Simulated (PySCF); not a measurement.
PySCF job for TiCl₃, SMILES [Ti]([Cl])([Cl])[Cl] (connectivity only; charge and spin as stated), neutral, multiplicity 2, TDA-CAM-B3LYP/def2-SVPD. Coordinates come from a r2SCAN-D4/def2-SVP optimisation. The spin state was assumed, not searched. The isomer is the one that the SMILES or the coordinates give; other isomers of the formula were not compared.

```python
import numpy as np
from pyscf import gto, scf, dft, tdscf

mol = gto.M(
    atom='''
    Ti    0.00000000    0.00000000    0.00000000
    Cl    2.18776745   -0.00000000    0.00000000
    Cl   -1.09388373   -1.89466219    0.00000000
    Cl   -1.09388372    1.89466219   -0.00000000
    ''',
    basis='def2-SVPD',
    charge=0,
    spin=1,
    max_memory=1600,
    verbose=4,
)
mf = dft.UKS(mol, xc='cam-b3lyp').density_fit(auxbasis='def2-universal-jkfit')
mf.grids.level = 3
mf.conv_tol = 1e-9
mf.max_cycle = 100
mf.kernel()
fine, coarse = mf.grids, dft.Grids(mol).set(level=1).build(with_non0tab=True)
for _ in range(3):  # follow internal instabilities
    mf.grids = coarse
    mo, _, stable, _ = mf.stability(return_status=True, nroots=4)
    mf.grids = fine
    if stable:
        break
    mf.kernel(mf.make_rdm1(mo, mf.mo_occ))
mf.grids = dft.Grids(mol).set(level=1).build(with_non0tab=True)  # coarser grid for the response kernel
td = tdscf.TDA(mf)
td.nstates = 10
td.conv_tol = 1e-4
td.kernel(x0=td.get_init_guess(mf, 15))
td.analyze()
```

Output:

```
PySCF version 2.14.0

[INPUT] verbose = 4
[INPUT] num. atoms = 4
[INPUT] num. electrons = 73
[INPUT] charge = 0
[INPUT] spin (= nelec alpha-beta = 2S) = 1
[INPUT] symmetry False subgroup None
[INPUT] Mole.unit = angstrom
[INPUT] Symbol           X                Y                Z      unit          X                Y                Z       unit  Magmom
[INPUT]  1 Ti     0.000000000000   0.000000000000   0.000000000000 AA    0.000000000000   0.000000000000   0.000000000000 Bohr   0.0
[INPUT]  2 Cl     2.187767450000   0.000000000000   0.000000000000 AA    4.134281304738   0.000000000000   0.000000000000 Bohr   0.0
[INPUT]  3 Cl    -1.093883730000  -1.894662190000   0.000000000000 AA   -2.067140661818  -3.580392637669   0.000000000000 Bohr   0.0
[INPUT]  4 Cl    -1.093883720000   1.894662190000   0.000000000000 AA   -2.067140642920   3.580392637669   0.000000000000 Bohr   0.0

nuclear repulsion = 392.465476700012
number of shells = 45
number of NR pGTOs = 211
number of NR cGTOs = 115
basis = def2-SVPD
ecp = {}


******** <class 'pyscf.df.df_jk.DFUKS'> ********
method = DFUKS
initial guess = minao
damping factor = 0
level_shift factor = 0
DIIS = <class 'pyscf.scf.diis.CDIIS'>
diis_start_cycle = 1
diis_space = 8
diis_damp = 0
SCF conv_tol = 1e-09
SCF conv_tol_grad = None
SCF max_cycles = 100
direct_scf = False
number electrons alpha = 37  beta = 36
XC library pyscf.dft.libxc version 7.1.2
    S. Lehtola, C. Steigemann, M. J. T. Oliveira, and M. A. L. Marques,  SoftwareX 7, 1–5 (2018)
XC functionals = cam-b3lyp
    T. Yanai, D. P. Tew, and N. C. Handy,  Chem. Phys. Lett. 393, 51 (2004)
radial grids:
    Treutler-Ahlrichs [JCP 102, 346 (1995); DOI:10.1063/1.469408] (M4) radial grids

becke partition: Becke, JCP 88, 2547 (1988); DOI:10.1063/1.454033
pruning grids: <function nwchem_prune>
grids dens level: 3
symmetrized grids: False
atomic radii adjust function: <function treutler_atomic_radii_adjust>
small_rho_cutoff = 0
Set gradient conv threshold to 3.16228e-05
tot grids = 77544
******** <class 'pyscf.df.df.DF'> ********
auxbasis = def2-universal-jkfit
Create RSH-DF object <pyscf.df.df.DF object> for omega=0.33
******** <class 'pyscf.df.df.DF'> ********
auxbasis = auxmol.basis = def2-universal-jkfit
init E= -2229.72363475884
  alpha nocc = 37  HOMO = -0.148735887194332  LUMO = -0.111445372906519
  beta  nocc = 36  HOMO = -0.426498125143568  LUMO = -0.148735887194333

WARN: HOMO -0.148735887194332 >= LUMO -0.148735887194333

cycle= 1 E= -2229.61139035838  delta_E= 0.112  |g|= 0.492  |ddm|= 1.76
  alpha nocc = 37  HOMO = -0.385734958995273  LUMO = -0.324595204913619
  beta  nocc = 36  HOMO = -0.385496692504925  LUMO = -0.35537100317443
  HOMO = -0.385496692505  LUMO = -0.355371003174  gap/eV = 0.81976
cycle= 2 E= -2225.65106524193  delta_E= 3.96  |g|=  3.4  |ddm|= 2.17
  alpha nocc = 37  HOMO = -0.39305685289348  LUMO = -0.174816326022496
  beta  nocc = 36  HOMO = -0.392999897959754  LUMO = -0.174816765518868
  HOMO = -0.39299989796  LUMO = -0.174816765519  gap/eV = 5.93707
cycle= 3 E= -2229.70379564677  delta_E= -4.05  |g|= 0.453  |ddm|= 1.39
  alpha nocc = 37  HOMO = -0.34918255827981  LUMO = -0.091797007729421
  beta  nocc = 36  HOMO = -0.403966423125614  LUMO = -0.0917975222351673
  HOMO = -0.34918255828  LUMO = -0.0917975222352  gap/eV = 7.00380
cycle= 4 E= -2229.81161101946  delta_E= -0.108  |g|= 0.0528  |ddm|= 0.344
  alpha nocc = 37  HOMO = -0.344874057731568  LUMO = -0.0699320633097993
  beta  nocc = 36  HOMO = -0.400469651137066  LUMO = -0.0699324875821384
  HOMO = -0.344874057732  LUMO = -0.0699324875821  gap/eV = 7.48154
cycle= 5 E= -2229.81413957373  delta_E= -0.00253  |g|= 0.00952  |ddm|= 0.109
  alpha nocc = 37  HOMO = -0.350898333505  LUMO = -0.0710639061646462
  beta  nocc = 36  HOMO = -0.400959191872775  LUMO = -0.0710645261463271
  HOMO = -0.350898333505  LUMO = -0.0710645261463  gap/eV = 7.61467
cycle= 6 E= -2229.81435602924  delta_E= -0.000216  |g|= 0.00681  |ddm|= 0.0476
  alpha nocc = 37  HOMO = -0.352500098605029  LUMO = -0.0725587933824109
  beta  nocc = 36  HOMO = -0.400867271929168  LUMO = -0.0725592510529086
  HOMO = -0.352500098605  LUMO = -0.0725592510529  gap/eV = 7.61758
cycle= 7 E= -2229.81439682741  delta_E= -4.08e-05  |g|= 0.00119  |ddm|= 0.0176
  alpha nocc = 37  HOMO = -0.352297187018918  LUMO = -0.0721072502753331
  beta  nocc = 36  HOMO = -0.400839256789342  LUMO = -0.0721079319685481
  HOMO = -0.352297187019  LUMO = -0.0721079319685  gap/eV = 7.62434
cycle= 8 E= -2229.81439832917  delta_E= -1.5e-06  |g|= 0.000209  |ddm|= 0.00282
  alpha nocc = 37  HOMO = -0.352373520107656  LUMO = -0.0721703744920126
  beta  nocc = 36  HOMO = -0.400894315732489  LUMO = -0.0721708594999869
  HOMO = -0.352373520108  LUMO = -0.0721708595  gap/eV = 7.62470
cycle= 9 E= -2229.81439841845  delta_E= -8.93e-08  |g|= 0.000113  |ddm|= 0.00054
  alpha nocc = 37  HOMO = -0.352367321248272  LUMO = -0.0721376163118646
  beta  nocc = 36  HOMO = -0.400894197436183  LUMO = -0.0721382433059909
  HOMO = -0.352367321248  LUMO = -0.072138243306  gap/eV = 7.62542
cycle= 10 E= -2229.81439844904  delta_E= -3.06e-08  |g|= 4.23e-05  |ddm|= 0.000359
  alpha nocc = 37  HOMO = -0.352362969892392  LUMO = -0.0721243581334608
  beta  nocc = 36  HOMO = -0.40090125466774  LUMO = -0.0721248247439687
  HOMO = -0.352362969892  LUMO = -0.072124824744  gap/eV = 7.62567
cycle= 11 E= -2229.81439845249  delta_E= -3.45e-09  |g|= 6.11e-06  |ddm|= 0.000151
  alpha nocc = 37  HOMO = -0.352360481151665  LUMO = -0.0721221738602806
  beta  nocc = 36  HOMO = -0.400901882303355  LUMO = -0.0721228711339012
  HOMO = -0.352360481152  LUMO = -0.0721228711339  gap/eV = 7.62565
cycle= 12 E= -2229.81439845259  delta_E= -1.05e-10  |g|= 3.07e-06  |ddm|= 2.59e-05
  alpha nocc = 37  HOMO = -0.352360775975589  LUMO = -0.0721223639967654
  beta  nocc = 36  HOMO = -0.400901947604104  LUMO = -0.0721227951713059
  HOMO = -0.352360775976  LUMO = -0.0721227951713  gap/eV = 7.62566
Extra cycle  E= -2229.8143984526  delta_E= -5.91e-12  |g|= 2.76e-06  |ddm|= 7.43e-06
converged SCF energy = -2229.8143984526  <S^2> = 0.75413289  2S+1 = 2.0041286
tot grids = 26400
uhf_internal: lowest eigs of H = [0.03058749 0.0306467  0.11682299 0.11699342]
<class 'pyscf.df.df_jk.DFUKS'> wavefunction is stable in the internal stability analysis
tot grids = 26400


******** <class 'pyscf.tdscf.uks.TDA'> for <class 'pyscf.df.df_jk.DFUKS'> ********
nstates = 10
deg_eia_thresh = 1.000e-03
wfnsym = None
conv_tol = 0.0001
eigh lindep = 1e-12
eigh level_shift = 0
eigh max_cycle = 100


Excitation energies (eV)
[0.66481733 0.66486133 1.67372548 1.67499078 4.67180806 4.67181615
 4.89846203 4.96260569 4.96267712 5.02663343]

** Excitation energies and oscillator strengths **
Excited State   1:      0.66482 eV   1864.94 nm  f=0.0000
      28a ->   38a     -0.16353
      37a ->   38a     -0.98083
Excited State   2:      0.66486 eV   1864.81 nm  f=0.0000
      28a ->   39a      0.16354
      37a ->   39a      0.98083
Excited State   3:      1.67373 eV    740.77 nm  f=0.0017
      28a ->   40a      0.14230
      37a ->   40a      0.98218
Excited State   4:      1.67499 eV    740.21 nm  f=0.0017
      28a ->   41a      0.14225
      37a ->   41a      0.98219
Excited State   5:      4.67181 eV    265.39 nm  f=0.0000
      31a ->   39a      0.17368
      32a ->   38a     -0.17373
      36a ->   38a     -0.95603
      36b ->   38b      0.10353
Excited State   6:      4.67182 eV    265.39 nm  f=0.0000
      31a ->   38a     -0.17373
      32a ->   39a     -0.17368
      36a ->   39a      0.95604
      36b ->   37b     -0.10351
Excited State   7:      4.89846 eV    253.11 nm  f=0.0000
      33a ->   39a     -0.56066
      34a ->   38a     -0.56132
      33b ->   37b      0.40915
      34b ->   38b      0.40956
Excited State   8:      4.96261 eV    249.84 nm  f=0.0033
      33a ->   38a      0.45850
      34a ->   39a      0.45851
      35a ->   39a     -0.56403
      33b ->   38b     -0.25328
      34b ->   37b     -0.25325
      35b ->   37b      0.30622
      36b ->   40b      0.12128
Excited State   9:      4.96268 eV    249.83 nm  f=0.0033
      33a ->   39a     -0.45885
      34a ->   38a      0.45801
      35a ->   38a      0.56421
      33b ->   37b      0.25346
      34b ->   38b     -0.25289
      35b ->   38b     -0.30622
      36b ->   41b     -0.12123
Excited State  10:      5.02663 eV    246.65 nm  f=0.0045
      36a ->   40a     -0.90423
      35b ->   38b      0.12010
      36b ->   41b      0.32493

** Transition electric dipole moments (AU) **
state          X           Y           Z        Dip. S.      Osc.
  1         0.0000      0.0000     -0.0000      0.0000      0.0000
  2        -0.0000     -0.0000     -0.0000      0.0000      0.0000
  3         0.0000      0.2044     -0.0000      0.0418      0.0017
  4        -0.2044      0.0000     -0.0000      0.0418      0.0017
  5         0.0000     -0.0000     -0.0000      0.0000      0.0000
  6         0.0000     -0.0000      0.0000      0.0000      0.0000
  7         0.0001     -0.0000      0.0000      0.0000      0.0000
  8         0.0000      0.1642      0.0000      0.0270      0.0033
  9        -0.1642      0.0000     -0.0000      0.0270      0.0033
 10         0.1911     -0.0000     -0.0000      0.0365      0.0045

** Transition velocity dipole moments (imaginary part, AU) **
state          X           Y           Z        Dip. S.      Osc.
  1        -0.0000     -0.0000     -0.0000      0.0000      0.0000
  2         0.0000      0.0000     -0.0000      0.0000      0.0000
  3        -0.0000     -0.0006     -0.0000      0.0000      0.0000
  4         0.0006     -0.0000     -0.0000      0.0000      0.0000
  5        -0.0000      0.0000      0.0000      0.0000      0.0000
  6        -0.0000     -0.0000      0.0000      0.0000      0.0000
  7         0.0000     -0.0000     -0.0000      0.0000      0.0000
  8         0.0000      0.0065      0.0000      0.0000      0.0002
  9        -0.0065      0.0000     -0.0000      0.0000      0.0002
 10         0.0017     -0.0000     -0.0000      0.0000      0.0000

** Transition magnetic dipole moments (imaginary part, AU) **
state          X           Y           Z
  1        -0.0001      1.4775     -0.0000
  2         1.4776      0.0001     -0.0000
  3         0.0000     -0.0000     -0.0001
  4        -0.0000      0.0000     -0.0000
  5        -0.2666     -0.0000      0.0000
  6        -0.0000      0.2667      0.0000
  7        -0.0000      0.0000      0.0000
  8        -0.0000     -0.0000     -0.0001
  9        -0.0000      0.0000     -0.0000
 10         0.0000     -0.0000      0.0000
```

The run converged.
